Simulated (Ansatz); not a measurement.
**Question.** Name a neutral molecule of C, Cl, In, O and H with HOMO energy (PBE/def2-TZVPP) between -6.60 and -6.30 eV and size of the dipole moment (ωB97M-V/def2-TZVPP) between 1.40 and 1.70 D (Ansatz, PBE0-D4/def2-TZVP geometry).

**Answer.** `CC[O][InH][Cl]` (-6.35 eV, 1.51 D); `C[O][InH][Cl]` (-6.32 eV, 1.57 D). Other molecules can fit too; these were computed, each in one conformer that needn't be the lowest.
